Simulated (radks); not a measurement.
The table gives one normalised radial function P(r) = r R(r) (large component) of Sc2+ in [Ar] 3d1 (r in bohr). All-electron calculation, Dirac Kohn-Sham, BLYP, spin-unpolarised, spherical densities, point nucleus; open shells fill j = l - 1/2 first. Program: a radial shooting solver on a logarithmic mesh with Libxc functionals.

r          P
0.005701  0.0000
0.007306  0.0000
0.009362  0.0000
0.012     0.0001
0.01537   0.0002
0.0197    0.0003
0.02525   0.0007
0.03235   0.0014
0.04146   0.0027
0.05312   0.0052
0.06862   0.0102
0.08794   0.0191
0.1127    0.0346
0.1444    0.0608
0.1851    0.1028
0.2371    0.1660
0.3039    0.2546
0.3894    0.3679
0.499     0.4973
0.6395    0.6245
0.8195    0.7241
1.05      0.7660
1.356     0.7346
1.738     0.6392
2.228     0.4997
2.854     0.3418
3.658     0.1943
4.687     0.0858
6.007     0.0274

Which n and l does it have? It may be an empty orbital.

Answer. n = 3, l = 2: the number of nodes gives n - l - 1 = 0, the rise at small r points to l (for j = l - 1/2 the large component starts as r^gamma with gamma = sqrt(l^2 - (Z/c)^2) = 1.99 and the r^(l+1) term takes over further out; the orbital of l - 1 with the same j starts with the same power, but with a larger coefficient, and does not steepen), and the extent must fit the shell. The curve is that of 3d3/2; the two j differ most near the nucleus, where j = l - 1/2 has the larger amplitude, and in heavy atoms j = l - 1/2 is also the more compact. 3d3/2: eigenvalue -17.937 eV, 0 radial nodes, <r> = 1.58 bohr, 90 % of the charge inside 2.70 bohr.
